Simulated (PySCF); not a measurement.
C4H4O2, SMILES Oc1ccco1.

Geometry: PBE0-D3(BJ)/def2-SVP. Other conformers were not sampled.

Two levels are set side by side: PBE/def2-TZVP (PySCF) and CAM-B3LYP/def2-TZVP (PySCF). Same geometry, gas phase. Differences are taken from unrounded values.

```
quantity                       PBE
---------------------------  -----
orbital gap (eV)              4.65
highest occupied level (eV)  -4.88
lowest empty level (eV)      -0.23
dipole moment (D)             1.82
mean polarisability (bohr³)   50.8
```

Task: These are the PBE values. What does CAM-B3LYP give? (An estimate is asked for; the answer gives what the named calculation found.)

Result: 
| quantity | CAM-B3LYP | PBE minus CAM-B3LYP |
|---|---|---|
| orbital gap (eV) | 8.77 | -4.12 |
| highest occupied level (eV) | -7.27 | 2.38 |
| lowest empty level (eV) | 1.51 | -1.74 |
| dipole moment (D) | 1.96 | -0.14 |
| mean polarisability (bohr³) | 49.3 | 1.6 |

Without exact exchange PBE keeps part of each electron's self-repulsion, which lifts occupied levels and narrows the gap. Loosely held outer electrons make PBE densities more polarisable. Differences between two approximate levels are no errors against the true value.

Rough cost on one machine, each run with all the roots and properties that it gave: CAM-B3LYP against PBE within a factor of 2.
